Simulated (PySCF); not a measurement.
C2H4BF2N, SMILES NB(F)/C=C\F.

Geometry: PBE-D3(BJ)/def2-SVP. The structure was generated by enumeration; whether it is a known compound was not checked. Other conformers were not sampled.

All values below come from PBE/def2-TZVP run with PySCF.

Isolated molecule, no solvent.

The total energy is -357.75579 hartree, the point group is Cs and the highest occupied level is -6.38 eV. The lowest empty level comes out as -1.77 eV. The orbital gap is 4.60 eV and the dipole moment comes out as 1.38 D. The quadrupole, principal values (traceless, Buckingham form, about the centre of nuclear charge) comes out as -7.42, -3.83, 11.25 D·Å and the mean static polarisability comes out as 48.0 bohr³ (7.12 Å³). The polarisability, principal values comes out as 32.2, 51.5, 60.4 bohr³.
